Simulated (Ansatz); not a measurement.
Geometry optimisation, Ansatz 0.2.0, RKS PBE-D4/def2-SVP.

The input (input.yaml):

```yaml
crystal:
  periodic: [false, false, false]
  atoms:
    - { symbol: B, position_ang: [0.0, 0.0, 0.0] }
    - { symbol: F, position_ang: [0.0, 0.0, 1.67] }
    - { symbol: F, position_ang: [1.1431, 0.0, -0.66] }
    - { symbol: Cl, position_ang: [-1.6108, 0.0, -0.93] }
    - { symbol: H, position_ang: [-0.1908, -1.4011, 0.4698] }
    - { symbol: H, position_ang: [-0.1504, -1.1041, 1.3144] }
basis:
  gaussian: { orbitals: def2-SVP }
hamiltonian:
  xc: pbe
  dispersion: d4
relax:
  f_tol: 0.15
  max_steps: 25
  restrain:
    - { distance: [0, 4], at: 1.19, k: 30.0 }
    - { distance: [5, 1], at: 0.92, k: 30.0 }
    - { distance: [0, 1], at: 2.52, k: 30.0 }
    - { distance: [5, 4], at: 1.86, k: 30.0 }
```

Command:

```bash
$ ansatz run input.yaml --threads 1 --pin off --max-ram 2048MiB --backend cpu --events-out ev --progress --plain --runs-dir out
```

Question: Where does it end, and by what steps?

Answer: The forces met the threshold. The restraints hold the end off the free minimum; the threshold counts their pulls, which the force column leaves out. Restrained pairs: B1–H5 (1.49 → 1.20 Å), F2–H6 (1.17 → 0.93 Å), B1–F2 (1.67 → 2.52 Å), H5–H6 (0.90 → 1.86 Å). After 7 steps the energy has fallen by 1.677 eV (the restraints' own energy left out); B1 moved furthest, 0.63 Å.

```
step  energy less start (eV)  largest force component (eV/Å)  accepted
   0                  0.0000                           4.014       yes
   1                 -0.3744                           4.388       yes
   2                 -1.0457                           3.139       yes
   3                 -1.4331                           1.627       yes
   4                 -1.5526                           0.653       yes
   5                 -1.5946                           0.618       yes
   6                 -1.6741                           0.525       yes
   7                 -1.6769                           0.352       yes
```

```xyz
6
Properties=species:S:1:pos:R:3
B -0.083 -0.456 -0.427
F -0.069 0.012 2.046
F 1.068 0.138 -0.694
Cl -1.586 0.239 -0.997
H -0.084 -1.541 0.094
H -0.055 -0.897 1.841
```

The run took 5.8 s on 1 thread of AMD EPYC 9R45 96-Core Processor (Zen 5) (shared host), peak memory 0.15 GiB.
